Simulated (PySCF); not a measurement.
AlH2, SMILES [AlH2+], charge +1.

Geometry: ωB97X-D3(BJ)/def2-TZVPD. The multiplicity is an assumed one; other spin states were not compared. The isomer is the one that the SMILES or the coordinates give; other isomers of the formula were not compared.

Lowest vertical singlet excitation by several levels in PySCF, with rough processor times relative to the cheapest run on one machine. Each run also gave further roots (ADC and EOM-CCSD ionised and attached states too); roots are paired by order and the bases differ. EOM-CCSD serves as a yardstick, not as the true value; all levels that ended soundly for this molecule are listed, with differences from unrounded values.

```
level                    relative cost
-----------------------  -------------
ADC(2)/aug-cc-pVDZ                   1
EOM-CCSD/aug-cc-pVDZ                 2
TDDFT-B3LYP/def2-TZVPD               2
TDDFT-M06-2X/def2-TZVPD              8
```

Computed S1 at each level and its distance from EOM-CCSD:
| level | S1 (eV) | S1 minus EOM-CCSD (eV) |
|---|---|---|
| ADC(2)/aug-cc-pVDZ | 6.77 | 0.33 |
| EOM-CCSD/aug-cc-pVDZ | 6.44 | 0.00 |
| TDDFT-B3LYP/def2-TZVPD | 6.29 | -0.15 |
| TDDFT-M06-2X/def2-TZVPD | 6.15 | -0.29 |
